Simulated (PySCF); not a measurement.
MNCl across group 14

Level: PBE0, basis family def2-TZVP, scalar-relativistic core potentials from Rb on and no relativity for lighter atoms.

Each entry is the lowest minimum that a search over a few typed start shapes (and spin states, where more than one is plausible) found, or that minimum re-optimised at the stated level; isomers with ligand–ligand bonds, or fragments after loss of a ligand pair, can lie lower. Open shells are unrestricted; no spin–orbit coupling; PySCF with density fitting.

```csv
molecule,2S+1,point group,mean bond to the central atom (Å),dipole (D),atomisation (kJ/mol),lowest ω (cm⁻¹),highest ω (cm⁻¹)
ClSiN,1,C∞v,1.784,4.30,724,127,1272
ClGeN,1,C∞v,1.870,3.55,597,105,1043
ClSnN,?,?,?,?,?,?,?
ClPbN,1,C∞v,2.135,2.20,401,82,779
```

**Question.** Fill in the row of ClSnN.

**Answer.** 2S+1: 1; point group: C∞v; mean bond to the central atom (Å): 2.061; dipole (D): 3.00; atomisation (kJ/mol): 476; lowest ω (cm⁻¹): 79; highest ω (cm⁻¹): 873.

Spin–orbit coupling can matter for ClPbN.

Left out of the table are members whose search was unfinished or whose lowest solution was spin-contaminated, unstable, very soft or bonded differently.
